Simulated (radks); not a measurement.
Values are calculated unless marked as measured or tabulated.
Species: W3+. Configuration: [Xe] 4f14 5d1 6d2 (not the ground configuration).

Level of theory: scalar-relativistic Kohn-Sham, PBEsol, spin-unpolarised, spherical densities, finite nucleus; Fermi nuclear charge, rms radius 5.3658 fm (a radial shooting solver on a logarithmic mesh with Libxc functionals).

Energy parts (Ry):
| part | energy |
|---|---|
| total | -32263.5835 |
| kinetic | 35534.7219 |
| electron-nucleus | -79548.4308 |
| Hartree | 12383.1153 |
| exchange-correlation | -632.9899 |

Orbitals (lengths in bohr, moments of r in powers of bohr):
orbital  occ.  eigenvalue (Ry)      <r^2>      <r>
1s          2        -5107.294  0.0004634  0.01835
2s          2        -884.2629   0.007125  0.07760
2p          6        -774.0333   0.005893  0.06945
3s          2        -206.0997    0.04626   0.2012
3p          6        -173.4419    0.04701   0.2014
3d         10        -135.8049    0.03898   0.1824
4s          2        -45.03182     0.2283   0.4497
4p          6        -34.31467     0.2601   0.4781
4d         10        -20.71612     0.3031   0.5114
5s          2         -8.95579      1.246    1.054
5p          6         -6.24951      1.650    1.210
4f         14         -5.63711     0.4540   0.6033
5d          1         -3.07672      2.985    1.615
6s          0         -2.57379      6.686    2.448
6p          0         -1.93744      9.576    2.932
6d          2         -1.21002      17.33    3.944
5f          0         -1.05064      13.88    3.495
7d          0         -0.61306      56.23    7.096

The highest occupied level is 6d at -16.463 eV. The configuration is held as typed, so some empty levels lie below it. The electron density at the nucleus is 1.514e+06 e/bohr^3 (large components only). The density falls to 0.001 e/bohr^3 at r = 5.20 bohr.

Run on one thread of a shared host, so times are rough (Arm Neoverse N1): 0.23 s of CPU time, 0.23 s wall, 15 iterations on 2297 mesh points.
